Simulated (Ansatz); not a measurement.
`SB1OC[Te]1`, relaxed with RKS PBE-D4/def2-SVP in the Gaussian-basis code of Ansatz from a rough embedded geometry. The force threshold is 0.03 eV/Å; the program also tests the step.

Charge 0, multiplicity 1. Te takes the def2 core potential.

Start:

```xyz
8

S    -1.200    1.038    2.109
B    -0.297   -0.083    0.993
O    -0.695   -0.778   -0.260
C     0.491   -0.695   -1.035
Te    1.865   -0.122    0.342
H    -1.172    2.137    1.181
H     0.286    0.134   -1.799
H     0.722   -1.631   -1.532
```

Question: How much energy does the relaxation release, and in how many steps? (Estimate.)

Answer: Computed: 117.44 kJ/mol, in 13 steps, 1 of them rejected.

Question: Which bonds change most? (An estimate is asked.)

Answer: The calculation gave: C4–Te5 from 2.028 to 2.236 Å; B2–O3 from 1.487 to 1.378 Å; S1–H6 from 1.438 to 1.365 Å; B2–Te5 from 2.259 to 2.192 Å.

Question: Give the relaxed structure. (Estimate.)

Answer: The calculation gave: 
```xyz
8

S    -0.787    1.280    2.114
B     0.006    0.377    0.770
O    -0.602   -0.015   -0.403
C     0.446   -0.679   -1.104
Te    2.031   -0.398    0.449
H    -2.000    1.344    1.492
H     0.696   -0.160   -2.050
H     0.211   -1.749   -1.268
```
